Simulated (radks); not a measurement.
Results of a calculation; reference values are marked as such.
Species: V I. Configuration: [Ar] 3d3 4s2. Level of theory: scalar-relativistic Kohn-Sham, r2SCAN, spin-unpolarised, spherical densities, finite nucleus; meta-GGA in the generalised Kohn-Sham scheme; Fermi nuclear charge, rms radius 3.6002 fm; hard spherical wall at 7 bohr (a radial shooting solver on a logarithmic mesh with Libxc functionals).

Unscreened Slater integrals over Kohn-Sham orbitals (cm^-1). Empty in this configuration: 4p.

\begin{tabular}{lr}
integral & value \\ \hline
F0(4s,4s) & 62546 \\
F0(4s,3d) & 76561 \\
G2(4s,3d) & 12313 \\
F0(4s,3p) & 79567 \\
G1(4s,3p) & 4425.7 \\
F0(4s,3s) & 79969 \\
G0(4s,3s) & 3070.6 \\
F0(4s,4p) & 58403 \\
G1(4s,4p) & 39895 \\
F0(3d,3d) & 142930 \\
F2(3d,3d) & 63719 \\
F4(3d,3d) & 39215 \\
F0(3d,3p) & 164640 \\
F2(3d,3p) & 75537 \\
G1(3d,3p) & 93795 \\
G3(3d,3p) & 56150 \\
F0(3d,3s) & 169140 \\
G2(3d,3s) & 70360 \\
F0(3d,4p) & 67979 \\
F2(3d,4p) & 17234 \\
G1(3d,4p) & 9655.0 \\
G3(3d,4p) & 7319.5 \\
F0(3p,3p) & 195160 \\
F2(3p,3p) & 97939 \\
F0(3p,3s) & 201500 \\
G1(3p,3s) & 133930 \\
F0(3p,4p) & 70065 \\
F2(3p,4p) & 11913 \\
G0(3p,4p) & 2859.2 \\
G2(3p,4p) & 3240.9 \\
F0(3s,3s) & 208520 \\
F0(3s,4p) & 70365 \\
G1(3s,4p) & 3394.2 \\
F0(4p,4p) & 55333 \\
F2(4p,4p) & 30956 \\
\end{tabular}

Derived for the open shells (J is the average intra-shell exchange parameter used in DFT+U). 3d: Racah B = F2/49 - 5 F4/441 = 855.8 cm^-1, C = 35 F4/441 = 3112 cm^-1, C/B = 3.64, F4/F2 = 0.615, J = (F2 + F4)/14 = 7352 cm^-1.
